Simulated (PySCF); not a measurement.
Compound: SbH2Br.
Bonds: Sb1–Br4. Hydrogens: H2, H3 on Sb1.

A GFN2-xTB structure with every atom displaced at random (by about 0.03 Å) was refined with PBE0-D3(BJ)/def2-SVP geometry optimisation, gas phase, def2 core potentials past Kr in PySCF 2.14.0. Values at the start:

```json
{"coordinate": "Sb1–H2", "start": "1.655 Å"}
{"coordinate": "Sb1–H3", "start": "1.827 Å"}
{"coordinate": "Sb1–Br4", "start": "2.433 Å"}
{"coordinate": "H2–Sb1–H3", "start": "87.5°"}
{"coordinate": "H2–Sb1–Br4", "start": "88.7°"}
```

How do these coordinates change at the PBE0-D3(BJ)/def2-SVP level?

```csv
coordinate,PBE0-D3(BJ)/def2-SVP (Å or °),change
Sb1–H3,1.719,-0.108
Sb1–Br4,2.528,+0.095
Sb1–H2,1.719,+0.064
H2–Sb1–Br4,93.5,+4.8
H2–Sb1–H3,90.2,+2.7
```

The energy falls by 0.242 eV over 10 energy and gradient evaluations, the largest force component goes from 0.0342 to 4.4e-04 Eh/bohr, and the atoms move by 0.102 Å rms after alignment. The bond that changes most is Sb1–H3 (ends: antimony bonded to Br and 2 H; hydrogen on antimony), which shortens by 0.108 Å. Bonds longer at the end by more than 0.005 Å: 2 of 3; shorter: 1. Rotational constants go from 83325, 1760, 1756 to 85913, 1628, 1627 MHz.

The run used 68 basis functions and 61 SCF cycles in all.

No PBE0-D3(BJ)/def2-SVP frequencies stand behind this structure, so it isn't proved a minimum.
